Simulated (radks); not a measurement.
Problem. All-electron atom: Al3+ in 1s1.5 2s2 2p6 3d0.5 (fractional occupations, a model configuration). All-electron calculation, scalar-relativistic Kohn-Sham, BLYP, spin-polarised, spherical densities, finite nucleus; open shells are filled with parallel spins first; Fermi nuclear charge, rms radius 3.061 fm. Program: a radial shooting solver on a logarithmic mesh with Libxc functionals. Some entries of the table are withheld. Estimate them.

orbital  occ.  eigenvalue (Ry)  <r> (bohr)  <r^2> (bohr^2)
1s up       1        -119.4919         (1)         0.01887
1s down   0.5        -117.9153         (2)         0.01910
2s up       1        -11.56660      0.6017             (3)
2s down     1        -11.49121      0.6041             (4)
2p up       3         -8.82510      0.5622          0.3987
2p down     3         -8.76270      0.5653          0.4029
3d up     0.5         -1.45019       2.579           7.724

Solution. 
(1) 1s up <r> (bohr): 0.1185
(2) 1s down <r> (bohr): 0.1191
(3) 2s up <r^2> (bohr^2): 0.4326
(4) 2s down <r^2> (bohr^2): 0.4362
